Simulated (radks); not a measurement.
Question: The table gives one normalised radial function P(r) = r R(r) (large component) of N in [He] 2s1 2p3 3p1 (r in bohr). All-electron calculation, Dirac Kohn-Sham, BLYP, spin-unpolarised, spherical densities, finite nucleus; open shells fill j = l - 1/2 first; Fermi nuclear charge, rms radius 2.5582 fm. Program: a radial shooting solver on a logarithmic mesh with Libxc functionals.

r,P
0.009254,0.0002
0.01195,0.0003
0.01544,0.0006
0.01995,0.0009
0.02577,0.0015
0.03328,0.0025
0.04299,0.0040
0.05554,0.0064
0.07174,0.0101
0.09267,0.0158
0.1197,0.0241
0.1546,0.0360
0.1998,0.0523
0.258,0.0733
0.3333,0.0984
0.4271,0.1242
0.5517,0.1478
0.7127,0.1608
0.9206,0.1534
1.189,0.1166
1.536,0.0462
1.984,-0.0543
2.563,-0.1723
3.311,-0.2860
4.277,-0.3717
5.525,-0.4079
7.137,-0.3685
9.22,-0.2668
11.91,-0.1498
15.38,-0.0625
19.87,-0.0183

Which n and l does it have? It may be an empty orbital.

Answer: n = 3, l = 1: the number of nodes gives n - l - 1 = 1, the rise at small r points to l (this Dirac orbital starts outside the nucleus as r^gamma with gamma = sqrt((l + 1)^2 - (Z/c)^2) = 2.00; the j = 3/2 orbital of l + 1 starts with the same power, but with a smaller coefficient, and then steepens), and the extent must fit the shell. The curve is that of 3p3/2; the two j differ most near the nucleus, where j = l - 1/2 has the larger amplitude, and in heavy atoms j = l - 1/2 is also the more compact. 3p3/2 (empty): eigenvalue -1.234 eV, 1 radial node at r = 1.74 bohr, <r> = 6.65 bohr, 90 % of the charge inside 10.3 bohr.
